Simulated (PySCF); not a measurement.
C₆H₁₀, SMILES C=C/C=C/CC.

The structure is a stationary point at PBE0-D3(BJ)/def2-SVP. Other conformers were not sampled.

Level of theory: PBE/def2-TZVP in PySCF.

The molecule is in vacuum.

Question: Estimate the frontier levels, gap, dipole moment and polarisability. (An estimate is asked for; the answer gives what the named calculation found.)

Answer: 
- highest occupied level = -5.49 eV
- lowest empty level = -1.62 eV
- orbital gap = 3.88 eV
- dipole moment = 0.71 D
- quadrupole, principal values (traceless, Buckingham form, about the centre of nuclear charge) = -5.24, 2.02, 3.22 D·Å
- mean static polarisability = 84.3 bohr³ (12.49 Å³)
- polarisability, principal values = 54.0, 66.4, 132.4 bohr³
